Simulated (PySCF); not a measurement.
## Solvent effects on NMR parameters

Geometry:
```tsv
atom	x (Å)	y (Å)	z (Å)
O1	-2.739	-1.889	-0.395
P2	-1.921	-0.644	-0.494
C3	-0.192	-0.731	-1.036
C4	0.627	-0.017	-0.244
Si5	2.486	0.080	-0.514
C6	-0.038	0.732	0.895
C7	-1.476	0.227	1.057
H8	-2.487	0.364	-1.339
H9	0.135	-1.309	-1.904
H10	2.896	1.500	-0.741
H11	2.865	-0.751	-1.692
H12	3.187	-0.412	0.712
H13	-0.024	1.811	0.660
H14	0.542	0.626	1.827
H15	-2.200	1.014	1.312
H16	-1.544	-0.554	1.831
```

GIAO PBE0/pcSseg-1 in PySCF 2.14.0 with density-fitted response routines on one PBE0-D3(BJ)/def2-SVP conformer, non-relativistic, equivalent nuclei averaged. Solvents enter as an IEF-PCM continuum (methanol with ε = 32.6, dimethylsulfoxide with ε = 46.8) around the gas-phase geometry. Shifts are referred to TMS computed in the same medium.

Gas phase, δ in ppm: C4 163.8, C3 151.5, C6 35.3, C7 28.5, Si5 -68.3, H8 8.11, H9 6.82, H10/H11/H12 4.20, H14 2.65, H13 2.24, H15 1.99, H16 1.60. Dipole moment 4.39 D.

Question: How does each δ change in the continuum?

Answer: 
| atoms | environment | Δδ, methanol | Δδ, dimethylsulfoxide |
| --- | --- | --- | --- |
| C4 | fully substituted alkene carbon | +5.7 | +5.8 |
| C3 | alkene CH | -2.5 | -2.6 |
| C6 | allylic sp3 CH2 | +1.8 | +1.8 |
| C7 | sp3 CH2 bonded to P | +1.3 | +1.3 |
| Si5 | silicon bonded to C, 3 H | -0.1 | -0.1 |
| H8 | hydrogen on a phosphorus bonded to 2 C, O, in a 5-membered ring | +0.02 | +0.02 |
| H9 | hydrogen on an alkene CH | +0.05 | +0.05 |
| H10/H11/H12 | hydrogen on a silicon bonded to C | -0.03 | -0.03 |
| H14 | hydrogen on an allylic sp3 CH2 | +0.19 | +0.20 |
| H13 | hydrogen on an allylic sp3 CH2 | +0.25 | +0.26 |
| H15 | hydrogen on an sp3 CH2 bonded to P | +0.36 | +0.37 |
| H16 | hydrogen on an sp3 CH2 bonded to P | 0.00 | 0.00 |

Changes are relative to the gas phase. The dipole moment becomes 5.72 D in methanol, 5.75 D in dimethylsulfoxide.

Question: Which of the listed nuclei move most (in ppm), and what does the model miss? (N and O are left out, as their reference compounds move with the solvent too.)

Answer: C4 (fully substituted alkene carbon, +5.8 ppm) in dimethylsulfoxide. A continuum only polarises the solute; specific hydrogen bonds, the anisotropy of aromatic solvents and changes of geometry or conformer are outside it.
